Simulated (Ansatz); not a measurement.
Species: BIF, charge 0, doublet. BIF (SMILES I[B]F, doublet).
B3LYP-D3(BJ)/def2-TZVP minimum from Ansatz (a first-principles code):
```xyz
3

B      0.7864    -0.9933     0.9989
F      2.0668    -1.1288     0.8549
I     -0.4252     0.2854    -0.2394
```
Charge 0, spin multiplicity 2.

Total energies in def2-TZVPP, 17 correlated electrons, 11 frozen orbitals. UHF or UKS for unpaired electrons; spin-orbit terms are left out. Cores are frozen in correlated methods (noble-gas shells, and filled d and f shells in the p block). Past Kr the def2 sets carry scalar-relativistic core potentials. Spin-orbit terms, left out, reach several kcal/mol for Br and I, and more for heavier atoms.

```tsv
method	program	energy (Eh)	minus CCSDT(Q) (mEh)
HF	Ansatz	-420.86005	492.82
MP2	Ansatz	-421.31391	38.95
CCSD	Ansatz	-421.33295	19.91
CCSD(T)	Ansatz	-421.35101	1.85
CCSDT(Q)	Ansatz	-421.35286	0.00
```

Rough core times of Ansatz's runs on a shared machine: CCSD(T) 30 s, CCSDT(Q) 70 min.
